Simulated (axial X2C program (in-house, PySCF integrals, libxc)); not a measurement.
**Low determinants of BeSe at the PBE0 level, without spin–orbit coupling**

All values were computed with an in-house relativistic program for diatomic molecules. Spin-free means the one-electron spin-free X2C Hamiltonian. Basis: Se dyall-cv3z [8s9p6d4f1g], Be dyall-cv3z [8s8p3d1f] (cores contracted in-house); Gaussian nuclei, density fitting, unrestricted open shells. Masses: Se 79.917 u, Be 9.012 u.

Search at 1.863 Å (vertical energies from the lowest determinant):

| ΔE (eV) | state | electrons beyond evenly filled partner blocks | electrons in σ, π, δ, φ |
| --- | --- | --- | --- |
| 0.00 | M_S = 0, Λ = 0 | closed shell | 18 16 4 0 |
| 0.82 | M_S = 1, Λ = 1 | σα, π+α, π+β, π-α | 19 15 4 0 |
| 0.86 | M_S = 0, Λ = 1 | σβ, π+α, π+β, π-α | 19 15 4 0 |
| 2.45 | M_S = 1, Λ = 0 | 2 × σα | 18 16 4 0 |
| 3.85 | M_S = 1, Λ = 0 | π+α, π+β, 2 × π-α | 18 16 4 0 |
| 3.85 | M_S = 1, Λ = 2 | 2 × π+α, π+β, π-α | 18 16 4 0 |
| 4.03 | M_S = 0, Λ = 2 | π+α, 2 × π+β, π-α | 18 16 4 0 |

Lowest determinant, M_S = 0, Λ = 0 (closed shell): Re = 1.858 Å, ωe = 866.1 cm⁻¹.

The determinant in row 2 of the search, M_S = 1, Λ = 1 (beyond evenly filled blocks: σα, π+α, π+β, π-α), was followed along the bond at PBE0; measured from the minimum of the lowest determinant it gives:

Te = 0.560 eV (4520 cm⁻¹), Re = 2.044 Å, ωe = 636.4 cm⁻¹.

Problem. Compare the bond of the determinant in row 2 with that of the lowest one.

Solution. At PBE0 its Re is 0.186 Å longer and its force constant, which goes as ωe², is 0.54 times that of the lowest determinant. T0 ≈ Te + Δωe/2 = 4520 + (-115) = 4405 cm⁻¹.

The search compares states at one distance, so a state with another bond length can lie lower; it is not exhaustive and yields mostly the lowest determinant of each block pattern, so other components and higher states of one pattern are missing. These are energies of single determinants, not of spin-adapted states; PBE0 term energies can be off by some tenths of an eV, and the functional has no current term.
